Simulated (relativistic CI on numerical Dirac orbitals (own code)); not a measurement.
Computed by Dirac-Coulomb-Breit CI, orbitals from a KLI potential per configuration, model QED (radiative potential, 1s self-energy scaled to tabulated hydrogen-like ionisation energies), unscaled Slater integrals (own radial code, finite nucleus).

The strongest absorption lines from the ground level of an ion, among the configurations computed and to levels below about 3070 eV (vacuum wavelength in nm, gf): 0.43990 (0.5), 0.44103 (0.33), 0.44827 (0.45), 0.44912 (0.93), 0.44954 (1.6), 0.44974 (1.4), 0.45117 (1.1), 0.46650 (1.7).

Problem. Which ion is it?
A. Nb³⁴⁺
B. Br²⁸⁺
C. Nb³⁶⁺
D. Ag⁴⁰⁺

Solution. A. Nb³⁴⁺ has 7 electrons and the ground level 2s2.2p3 2P°_3/2; the strongest line goes to 2s2.2p2.3d 2D_5/2. The pattern of lines fixes the number of electrons, and along that sequence the line energies rise steadily with the charge (about as its square where n changes within one kind of shell, about linearly where n is kept but much faster in heavy ions where fine structure, which grows about as Z⁴, sets the gap, and irregularly where shells cross), which fixes Z. Configurations outside the model, such as inner-shell arrays, can give stronger lines. At this charge energies of transitions that change n are usually good to better than 1 %, and those within a shell (Δn = 0) to a few per cent.

LS names give the leading component of a level, which can be under half, so a name can repeat, a term be missing and a line seem to break the LS rules.
